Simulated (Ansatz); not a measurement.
Cartesian coordinates in Å:
```
C -1.0318 -0.5074 -2.6488
C -0.3278 -0.4974 -1.6582
Hf 0.9030 -0.4634 0.1124
Cl 2.9449 0.5270 -0.3941
Cl 1.1636 -2.6340 0.9048
C -0.1088 0.7205 1.6044
C -0.6904 1.3907 2.4346
H -1.6508 -0.5157 -3.5185
H -1.2019 1.9797 3.1634
```

Total charge 0; spin multiplicity 1. Hf: def2 effective core potential.

(1) List the ωB97M-V/def2-TZVPP orbital energies in eV (Ansatz). (An estimate is asked.)

Answers

(1) The calculation gave: Occupied: -2772.08, -2772.08, -282.11, -282.11, -281.21, -281.21, -262.49, -262.49, -199.90, -199.90, -199.87, -199.87, -199.86, -199.86, -72.44, -40.72, -40.62, -40.53, -25.56, -25.34, -23.85, -23.82, -18.03, -17.98, -14.10, -13.25, -13.13, -12.99, -12.52, -12.37, -12.18, -11.90, -11.19, -10.89, -10.81, -10.68. Lowest empty: -0.55, -0.22, 0.08, 0.83, 0.95, 1.32, 3.30, 3.36.
